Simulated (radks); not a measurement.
All-electron atom: W9+ in [Kr] 4d10 4f13.5 5s2 5p3 6p0.5 (fractional occupations, a model configuration). Method: Dirac Kohn-Sham, LDA (Slater exchange, Perdew-Wang correlation), spin-unpolarised, spherical densities, point nucleus; open shells are shared between the two j in proportion to 2j + 1; computed with a radial shooting solver on a logarithmic mesh with Libxc functionals. Some entries of the table are withheld. Estimate them.

orbital      occ.  eigenvalue (eV)  <r> (bohr)  r(max) (bohr)
1s1/2           2        -69496.68     0.01835        0.01146
2s1/2           2        -12115.04     0.07698        0.06590
2p1/2           2        -11595.26     0.06367        0.04897
2p3/2           4        -10243.69     0.07162        0.05581
3s1/2           2        -2906.029      0.2007         0.1856
3p1/2           2              (1)         (2)         0.1737
3p3/2           4              (3)         (4)         0.1878
3d3/2           4        -1990.484      0.1797         0.1470
3d5/2           6        -1926.851      0.1842         0.1509
4s1/2           2        -717.9751      0.4491         0.4210
4p1/2           2        -621.7826      0.4540         0.4205
4p3/2           4        -553.5903      0.4871         0.4502
4d3/2           4        -395.2189      0.5025         0.4464
4d5/2           6        -382.5919      0.5137         0.4558
5s1/2           2        -218.1621       1.005         0.9376
5p1/2           1        -186.7272       1.071         0.9896
4f5/2     5.78571        -183.0261      0.5740         0.4223
4f7/2     7.71429        -180.6536      0.5812         0.4271
5p3/2           2        -173.8849       1.139          1.057
6p1/2    0.166667         -90.3869       2.091          2.058
6p3/2    0.333333         -86.2798       2.186          2.164

Answer. 
(1) 3p1/2 eigenvalue (eV): -2674.180
(2) 3p1/2 <r> (bohr): 0.1906
(3) 3p3/2 eigenvalue (eV): -2381.898
(4) 3p3/2 <r> (bohr): 0.2054
